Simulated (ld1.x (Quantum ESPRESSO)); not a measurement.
## iron (Fe): excitation energies, all-electron against TM

```json
{
  "Element": "iron (Fe)",
  "Generator": "ld1.x (Quantum ESPRESSO) 7.5",
  "Type": "norm-conserving Troullier–Martins (Kleinman–Bylander form)",
  "Functional": "PBE",
  "Relativity": "scalar-relativistic",
  "Frozen core": "[Ne]",
  "Valence charge": "16",
  "Reference configuration": "3s2 3p6 3d6 4s2 4p0",
  "Partial waves": "3s (bound): rc 0.75 bohr; 3p (bound): rc 1.40 bohr; 4f channel at -0.1 Ry: rc 1.45 bohr; 3d (bound): rc 1.20 bohr",
  "Local potential": "the d channel",
  "Core correction": "Bessel-smoothed model core, default radius (core density twice the valence density)"
}
```

Occupied shells without a wave of their own: 4s. They enter only through the test configuration that unscreens the potential, and ld1.x also counts them in the model core charge.

Energies are relative to the spin-unpolarised reference configuration 3s2 3p6 3d6 4s2 4p0; without spin polarisation the order of configurations can differ from experiment.

ld1.x takes every shell without a wave as core, so the model core holds the 4s electrons as well and exchange and correlation see them twice. This cancels in the reference configuration, but the file is broken for other ones, and its errors say nothing about a proper core correction.

```json
{"valence configuration": "3s2 3p6 3d6 4s1 4p0", "charge": "+1", "ΔE all-electron (eV)": "8.729", "error AE − PS (meV)": "-117"}
{"valence configuration": "3s2 3p6 3d6 4s0 4p0", "charge": "+2", "ΔE all-electron (eV)": "24.932", "error AE − PS (meV)": "-569"}
{"valence configuration": "3s2 3p6 3d5 4s0 4p0", "charge": "+3", "ΔE all-electron (eV)": "59.155", "error AE − PS (meV)": "-878"}
{"valence configuration": "3s2 3p6 3d7 4s0 4p0", "charge": "+1", "ΔE all-electron (eV)": "6.636", "error AE − PS (meV)": "-260"}
{"valence configuration": "3s2 3p6 3d6 4s0 4p2", "charge": "0", "ΔE all-electron (eV)": "8.455", "error AE − PS (meV)": "-120"}
{"valence configuration": "3s2 3p6 3d7 4s1 4p0", "charge": "0", "ΔE all-electron (eV)": "-0.791", "error AE − PS (meV)": "-2.1"}
{"valence configuration": "3s1 3p6 3d6 4s2 4p0", "charge": "+1", "ΔE all-electron (eV)": "101.878", "error AE − PS (meV)": "-75"}
```

Levels in the configuration 3s2 3p6 3d6 4s0 4p0:

```tsv
level	all-electron (eV)	pseudo (eV)
3s	-112.472	-112.764
3p	-78.514	-78.797
3d	-25.717	-26.032
```
